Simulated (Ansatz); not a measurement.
Basis-set series for `O[SiH]1NC1(F)F`. Charge 0, multiplicity 1. The geometry is a stationary point of PBE0-D4/def2-TZVP. It is one conformer, not always the lowest.

| functional | basis | functions | energy (Eh) | HOMO (eV) | LUMO (eV) |
| --- | --- | --- | --- | --- | --- |
| PBE0-D4 | def2-SVP | 103 | -658.21753 | -7.72 | 0.68 |
| PBE0-D4 | def2-QZVPP | 445 | -658.80604 | -7.95 | -0.05 |
| ωB97M-V | def2-SVP | 103 | -658.58503 | -9.93 | 2.58 |
| ωB97M-V | def2-QZVPP | 445 | -659.18113 | -10.20 | 1.34 |

Problem. Give the rows for def2-TZVPP. (Best estimate.)

Solution. Computed: 
```json
{"functional": "PBE0-D4", "basis": "def2-TZVPP", "functions": "239", "energy (Eh)": "-658.77588", "HOMO (eV)": "-7.90", "LUMO (eV)": "0.16"}
{"functional": "ωB97M-V", "basis": "def2-TZVPP", "functions": "239", "energy (Eh)": "-659.15289", "HOMO (eV)": "-10.15", "LUMO (eV)": "1.82"}
```

Positive LUMOs are unbound and depend on the basis.
